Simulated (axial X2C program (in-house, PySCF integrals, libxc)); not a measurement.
# RuTe⁻: from the spin-free to the two-component result

Calculated with an axial X2C code built on PySCF integrals. Spin-free means the one-electron spin-free X2C Hamiltonian; two-component (2c) means X2C with spin–orbit coupling and atomic mean-field two-electron Coulomb and Gaunt terms, so the difference of the two also holds small scalar two-electron terms. Basis: Te dyall-acv3z [12s13p9d5f1g], Ru dyall-acv3z [13s13p9d5f3g] (cores contracted in-house); Gaussian nuclei, density fitting, unrestricted open shells. Masses: Te 129.906 u, Ru 101.904 u.

Spin-free state: M_S = 3/2, Λ = 2 (beyond evenly filled blocks: π+α, π-α, δ+α, δ+β, δ-α); fragments Te- + Ru.

| level | Re (Å) | ωe (cm⁻¹) | De (eV) | μ (D) |
| --- | --- | --- | --- | --- |
| PBE0 | 2.447 | 243.6 | 2.577 | 2.59 |
| PW91 | 2.437 | 253.0 | 3.195 | 0.86 |

Dipoles are positive if Ru is the positive end and refer to the centre of mass.

Two-component determinant lowest at the distance of the search:

Ω = 7/2 (⟨Sz⟩ = 1.50, ⟨Lz⟩ = 2.00 at PBE0); fragments Te- + Ru.

```
level  Re (Å)  ωe (cm⁻¹)  μ (D)
 PBE0   2.451      239.4   2.51
 PW91   2.440      250.0   0.81
```

(1) From the two tables, how do the constants change at the PBE0 level (2c against spin-free)?

The state is a single determinant with fixed occupations, the lowest that a limited PBE0 search found. De is counted from the lowest determinant-based energies of the atoms at the same level, without counterpoise correction. De is not given where an atomic determinant may have missed its ground term or J level, or where the truncated virtual space spoils (T). Density functionals use the spin component along the axis (collinear). Other states lie close and PBE0, whose exact exchange favours high spin, may order them wrongly; the determinant shown need not be the ground state. The nearest other spin-free determinant of the search, M_S = 5/2, Λ = 2, lies 0.41 eV up at the distance of the search. Without a current term, density functionals place determinants with orbital angular momentum somewhat too high. With several unpaired electrons one determinant need not be a pure state. The highest occupied level of some functionals is positive through self-interaction error; at Hartree–Fock it is bound.

Results:

(1) At the PBE0 level Re increases by 0.004 Å and ωe drops by 4.2 cm⁻¹.
